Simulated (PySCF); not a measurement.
CHCl₂FOSi, SMILES O=C[Si](F)(Cl)Cl. Atoms are numbered in the order given.

```xyz
7

O     -2.2838    -0.9907    -0.7690
C     -1.8501    -0.0684    -0.1236
Si     0.0166     0.0819     0.3071
F      0.1756     0.1862     1.9101
Cl     1.0392    -1.5410    -0.3682
Cl     0.7305     1.8207    -0.5044
H     -2.5272     0.7597     0.2384
```
Charge 0, spin multiplicity 1.

Coordinates come from a r2SCAN-D4/def2-SVP optimisation. The structure was generated by enumeration, and PubChem lists no compound with its InChIKey, so it may never have been made. One conformer was computed; it need not be the lowest.

These are PBE0/pcSseg-1 run with PySCF values and carry that method's errors.

GIAO shieldings, no solvent; atoms listed in one row are averaged. δ = σ(ref) − σ: ¹⁷O against H2O (σ = 334.2 ppm); ¹³C against TMS (σ = 186.3 ppm); ²⁹Si against TMS (σ = 352.7 ppm); ¹⁹F against CFCl3 (σ = 167.2 ppm); ³⁵Cl against HCl (σ = 945.9 ppm); ¹H against TMS (σ = 31.56 ppm), references at their B3LYP-D3(BJ)/def2-TZVP geometries, non-relativistic (without spin–orbit terms, shifts of atoms bonded to Cl or Br come out too high).

Computed chemical shifts:
```csv
nucleus,atoms,count,δ (ppm)
¹⁷O,O1,1,923.5
¹³C,C2,1,224.7
²⁹Si,Si3,1,-25.5
¹⁹F,F4,1,-130.1
³⁵Cl,Cl6,1,94.4
³⁵Cl,Cl5,1,72.0
¹H,H7,1,11.26
```
